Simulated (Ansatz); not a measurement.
C2H8OSi2 can be A, `C=C[SiH2][SiH2]O`, or B, `C=C[SiH2]O[SiH3]`.

Calculated with Ansatz (gas phase, PBE0-D4/def2-TZVP geometries, no zero-point term in ΔE). CCSD(T)/CBS is the MP2 limit (def2-TZVPP, def2-QZVPP) plus CCSD(T) − MP2 in def2-TZVPP, frozen cores. DFT in def2-TZVPP. B3LYP here is the variant with VWN-RPA as its local correlation; programs differ in this. One conformer a species, not always the lowest.

(1) Which is lower in electronic energy at CCSD(T)/CBS, and by how much? (Estimate.)

(2) Give E(B) − E(A) in kJ/mol with B3LYP-D4, ωB97M-V, CCSD/def2-TZVPP, B3LYP, CCSD(T)/def2-TZVPP, PBE-D4, HF/def2-TZVPP. (Estimate.)

Largest T1 diagnostic: 0.012.

## Answers

(1) Computed: B, by 118.6 kJ/mol.

(2) Computed: B3LYP-D4 -118.3, ωB97M-V -120.8, CCSD/def2-TZVPP -122.4, B3LYP -116.6, CCSD(T)/def2-TZVPP -118.7, PBE-D4 -90.6, HF/def2-TZVPP -145.0. None reverses the order clearly.

From PBE to PBE0 (25 % exact exchange), in def2-TZVPP and without D4, E(B) − E(A) moves by −9.9 kJ/mol. In def2-TZVPP, CCSD(T) changes the Hartree–Fock value by +26.3 kJ/mol (the triples alone add +3.7 kJ/mol) and MP2 by +20.2 kJ/mol.
